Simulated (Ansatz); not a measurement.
`CC[SiH](N)F` + HBr → `N[SiH](F)Br` + `CC` at 600 K and 1 bar (ligand exchange at the Si–C bond).

Computed with Ansatz on PBE0-D4/def2-TZVP structures; ΔE is electronic, products minus reactants. CCSD(T)/CBS is the MP2 limit (def2-TZVPP, def2-QZVPP) plus CCSD(T) − MP2 in def2-TZVPP, frozen cores. This one scheme is used for every species. For Br outer-core shells are correlated without core-valence functions, which leaves a few kJ/mol of doubt a bond. Scalar relativity is left out up to krypton. One conformer a species, not always the lowest.

```json
{"species": "`CC[SiH](N)F`", "CCSD(T)/CBS energy (Eh)": "-524.61335", "H − E (kJ/mol)": "341.2", "S (J/(mol·K))": "457.7"}
{"species": "HBr", "CCSD(T)/CBS energy (Eh)": "-2573.91920", "H − E (kJ/mol)": "33.5", "S (J/(mol·K))": "219.1"}
{"species": "`N[SiH](F)Br`", "CCSD(T)/CBS energy (Eh)": "-3018.85213", "H − E (kJ/mol)": "151.9", "S (J/(mol·K))": "400.2"}
{"species": "`CC`", "CCSD(T)/CBS energy (Eh)": "-79.71954", "H − E (kJ/mol)": "228.8", "S (J/(mol·K))": "274.9"}
```

H − E and S are ideal-gas, rigid-rotor, harmonic terms from PBE0-D4/def2-TZVP, for one conformer and one mirror image of each species. 1 Eh = 2625.50 kJ/mol, R = 8.31446 J/(mol·K).

**Question.** By hand: ΔE, ΔH, ΔS and ΔG.

**Answer.** ΔE = (-3018.85213) + (-79.71954) − (-524.61335) − (-2573.91920) = -0.03912 Eh = -102.7 kJ/mol. Δ(H − E) = 151.9 + 228.8 − 341.2 − 33.5 = 6.0, so ΔH = -96.7 kJ/mol. ΔS = 400.2 + 274.9 − 457.7 − 219.1 = -1.7 J/(mol·K). ΔG = -96.7 − 600 × (-1.7)/1000 = -95.7 kJ/mol.

**Question.** By hand: the equilibrium constant, and the temperature at which ΔG would vanish if ΔH and ΔS stayed fixed.

**Answer.** log₁₀ K = −ΔG/(RT ln 10) = 8.3. ΔG = 0 at ΔH/ΔS = 56882 K, far beyond where these terms or the molecules hold.

The number of gas molecules stays the same, so ΔS is small and ΔH decides. A doubt of 5 kJ/mol in ΔE shifts log₁₀ K by 0.4 here. Other conformers and mirror images would add mixing entropy, several J/(mol·K) or more a flexible species. These are equilibria of isolated gas molecules and say nothing of rates. Largest T1 diagnostic: 0.010 (customary marks: 0.02 for closed shells, 0.045 for open ones).
